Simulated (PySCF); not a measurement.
Point-charge models of `Fc1cc(F)c2c(c1)O[C@@H](F)CO2` against its computed dipole.

Coordinates (GFN2-xTB, Å) and charges (e) from the PBE0/pcSseg-1 density (PySCF):

| atom | x | y | z | Mulliken | IAO | Hirshfeld | ESP-fitted |
| --- | --- | --- | --- | --- | --- | --- | --- |
| F1 | -3.300 | 2.032 | 0.132 | -0.2806 | -0.2638 | -0.0799 | -0.1837 |
| C2 | -2.289 | 1.150 | 0.082 | +0.3665 | +0.2984 | +0.0860 | +0.4108 |
| C3 | -2.583 | -0.203 | 0.064 | -0.2090 | -0.2434 | -0.0921 | -0.5075 |
| C4 | -1.531 | -1.094 | -0.002 | +0.3410 | +0.2871 | +0.0803 | +0.2996 |
| F5 | -1.788 | -2.409 | -0.036 | -0.2674 | -0.2514 | -0.0723 | -0.1661 |
| C6 | -0.202 | -0.669 | -0.049 | +0.1319 | +0.1035 | +0.0290 | +0.0468 |
| C7 | 0.049 | 0.704 | 0.001 | +0.2237 | +0.1559 | +0.0543 | +0.3074 |
| C8 | -0.991 | 1.620 | 0.058 | -0.1412 | -0.2269 | -0.0885 | -0.5059 |
| O9 | 1.340 | 1.191 | -0.006 | -0.4706 | -0.3244 | -0.1096 | -0.3314 |
| C10 | 2.306 | 0.248 | 0.268 | +0.3686 | +0.3327 | +0.1266 | +0.3449 |
| F11 | 2.329 | -0.008 | 1.621 | -0.3158 | -0.3217 | -0.1193 | -0.2142 |
| C12 | 2.051 | -1.069 | -0.471 | +0.0863 | -0.0894 | -0.0031 | -0.2359 |
| O13 | 0.793 | -1.599 | -0.135 | -0.4738 | -0.3192 | -0.1134 | -0.1957 |
| H14 | -3.600 | -0.556 | 0.092 | +0.1300 | +0.1886 | +0.0642 | +0.2592 |
| H15 | -0.775 | 2.674 | 0.089 | +0.1221 | +0.1864 | +0.0623 | +0.2560 |
| H16 | 3.278 | 0.688 | 0.014 | +0.1151 | +0.1647 | +0.0618 | +0.0960 |
| H17 | 2.789 | -1.820 | -0.183 | +0.1446 | +0.1780 | +0.0653 | +0.1748 |
| H18 | 2.115 | -0.872 | -1.550 | +0.1286 | +0.1449 | +0.0486 | +0.1448 |

Question: What dipole does each set of charges give (1 e·Å = 4.803 D), and what does the density give?

Answer: The full density gives (2.42, 0.27, -1.74) D, 2.99 D in size; dipole vectors point from the negative to the positive end.

| scheme | μx | μy | μz | size (D) | share of the full size (%) | angle to the full dipole (°) |
| --- | --- | --- | --- | --- | --- | --- |
| Mulliken | 2.32 | 0.78 | -2.95 | 3.83 | 128 | 17 |
| IAO | 3.38 | 0.87 | -2.89 | 4.53 | 151 | 8 |
| Hirshfeld | 1.80 | 0.08 | -1.11 | 2.11 | 71 | 5 |
| ESP-fitted | 2.46 | 0.29 | -1.79 | 3.06 | 102 | 0 |

Question: Which set comes closest?

Answer: Length of the difference vector: ESP-fitted 0.07 D, Hirshfeld 0.91 D, Mulliken 1.32 D, IAO 1.61 D. Closest: ESP-fitted. The schemes that divide the density aren't constrained to reproduce the dipole.

Question: What is left for the Hirshfeld atoms' own dipoles?

Answer: The shares of the density sum to the whole, so what Σ q r misses lies in dipoles about the nuclei. The atomic dipoles sum to (2.42, 0.27, -1.74) − (1.80, 0.08, -1.11) = (0.62, 0.19, -0.63) D, 0.91 D in size.

Question: With the origin at the mean of the coordinates, (0.000, 0.000, -0.001) Å, which are the largest single terms, by size, of the Mulliken dipole along the direction of the full one?

Answer: F1 +3.45, C2 -3.16, C10 +3.07, O9 -2.70, C4 -2.19 D; all 18 atoms together +3.66 D. The single terms depend on the origin, their sum doesn't.

Question: Give the size of the full dipole in other units.

Answer: 2.99 D = 1.178 au = 0.623 e·Å = 9.99 × 10⁻³⁰ C·m.

One conformer (not necessarily the lowest) at the GFN2-xTB geometry, without solvent, vibrations or thermal averaging.
